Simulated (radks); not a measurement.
The numbers below are computed, except where a source is named.
Kinetic energies: the exact non-interacting value of the Kohn-Sham orbitals and orbital-free approximations, in hartree. Species: Te+ [Kr] 4d10 5s2 5p3; Rb [Kr] 5s1; Cs [Xe] 6s1; Li [He] 2s1. Level of theory: non-relativistic Kohn-Sham, r2SCAN, spin-polarised, spherical densities, point nucleus; meta-GGA in the generalised Kohn-Sham scheme (a radial shooting solver on a logarithmic mesh with Libxc functionals). Every spin shell is full or empty, so the densities are truly spherical. Functionals are evaluated on that one density, not self-consistently.

| functional | Te+ | Rb | Cs | Li |
|---|---|---|---|---|
| exact | 6611.61 | 2938.53 | 7554.02 | 7.43996 |
| Thomas-Fermi | 6266.2 | 2768.1 | 7164.2 | 6.6897 |
| von Weizsacker | 2713.9 | 1350.2 | 3044.3 | 7.2453 |
| TF + vW | 8980.1 | 4118.3 | 10208 | 13.935 |
| TF + vW/9 | 6567.8 | 2918.1 | 7502.4 | 7.4947 |
| TF + vW/5 | 6809.0 | 3038.2 | 7773.0 | 8.1388 |
| LC94 | 6616.8 | 2940.5 | 7558.3 | 7.4770 |
| APBEK | 6620.2 | 2942.7 | 7561.9 | 7.4729 |
| revAPBEK | 6631.8 | 2948.9 | 7574.6 | 7.5372 |
| Perdew 92 | 6568.3 | 2918.4 | 7503.1 | 7.4963 |
| Thakkar | 6573.7 | 2924.9 | 7507.5 | 7.4963 |
| Pearson | 6552.3 | 2908.4 | 7486.0 | 7.1481 |
| LKT | 7862.9 | 3572.8 | 8951.3 | 11.751 |
| PG1 | 7594.2 | 3439.5 | 8649.8 | 11.194 |
| DePristo-Kress | 6605.8 | 2937.0 | 7545.2 | 7.4353 |
| Ernzerhof | 6585.7 | 2928.0 | 7522.2 | 7.7073 |
